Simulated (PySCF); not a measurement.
# Structure from 2D NMR

Compound of formula C5H10BNO2. Correlations simulated from computed shifts and the bond graph:

HSQC (one-bond C–H):
```csv
δH,δC
7.74,172.0
5.07,68.4
4.14,64.2
4.08,64.2
3.48,42.4
1.57,31.6
1.50,31.6
```

COSY cross peaks (H two or three bonds apart, from the bond graph; peaks can be absent where the dihedral angle is near 90°):
```csv
δH,δH
7.74,5.07
5.07,1.57
5.07,1.50
4.14,4.08
4.14,1.57
4.14,1.50
4.08,1.57
4.08,1.50
1.57,1.50
```

HMBC (two and three bonds, from the bond graph):
```csv
δH,δC
7.74,"68.4, 42.4, 31.6"
5.07,"172.0, 64.2, 31.6"
4.27,"68.4, 64.2"
4.14,"68.4, 31.6"
4.08,"68.4, 31.6"
3.48,172.0
1.57,"172.0, 68.4, 64.2"
1.50,"172.0, 68.4, 64.2"
```

All values are calculated (PySCF 2.14.0 with density-fitted response routines): geometry from PBE0-D3(BJ)/def2-SVP, σ from GIAO-PBE/pcSseg-1. No solvent model, one computed conformer, averaged over atoms made equivalent by symmetry, fast rotation or ring inversion, no relativistic terms.

Scale: $^{1}$H (σref 31.20), $^{13}$C (σref 180.03) vs TMS (reference shieldings calculated alike).

Exchangeable hydrogens are left out of these lists.

Which molecule is this?

## Answers

SMILES C/N=C\[C@@H]1CCOBO1.

Atom-mapped SMILES (the numbers label the heavy atoms): `[CH3:1]/[N:2]=[CH:3]\[C@@H:4]1[CH2:5][CH2:6][O:7][BH:8][O:9]1` (H(Xn): hydrogen on atom n). Ha(C5), Ha(C6) are cis to C3 on the ring; Hb(C5), Hb(C6) are trans to C3 on the ring.

- δC 172.0 is C3, a C=N carbon (δH 7.74).
- δC 68.4 is C4, an sp3 CH bonded to O (δH 5.07).
- δC 64.2 is C6, an sp3 CH2 bonded to O (δH 4.08, 4.14).
- δC 42.4 is C1, a methyl carbon bonded to N (δH 3.48).
- δC 31.6 is C5, an sp3 CH2 in a ring (δH 1.57, 1.50).
- COSY links 7.74–5.07, 5.07–1.57, 5.07–1.50, 4.14–4.08, 4.14–1.57, 4.14–1.50.

This is the structure that produced the data.

Hydrogens on boron are broadened and split by $^{11}$B (spin 3/2, 80 %) and 10B (spin 3). Shifts are as computed. Against solution values, carbons near 30 ppm lie about +2 ppm off and those near 130 ppm about +2 ppm. Of 1211 compounds with measured shifts, 218 miss one by over three times the rms of a fit or turn the order of signals round; such compounds aren't used in these exercises.
